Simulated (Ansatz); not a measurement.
Computed with Ansatz on PBE0-D4/def2-TZVP structures; ΔE is electronic, products minus reactants. CBS: MP2 limit from def2 TZ/QZ plus the TZ coupled-cluster correction, frozen cores. DFT in def2-TZVPP. Each species was taken in one conformer, which may not be the lowest.

Reaction (redistribution): `OC([SiH3])[SiH2]Cl` + `C[SiH2][SiH](O)O` → `O[SiH2]C(O)[SiH3]` + `C[SiH2][SiH](O)Cl`

| species | r2SCAN energy (Eh) |
| --- | --- |
| `OC([SiH3])[SiH2]Cl` | -1156.69404 |
| `C[SiH2][SiH](O)O` | -772.41005 |
| `O[SiH2]C(O)[SiH3]` | -772.32775 |
| `C[SiH2][SiH](O)Cl` | -1156.77687 |

(1) Work out ΔE.

Largest T1 diagnostic among the species: 0.012.

Results:

(1) ΔE = (-772.32775) + (-1156.77687) − (-1156.69404) − (-772.41005) = -0.00053 Eh = -0.01 eV. CCSD(T)/CBS gives -0.01 eV.
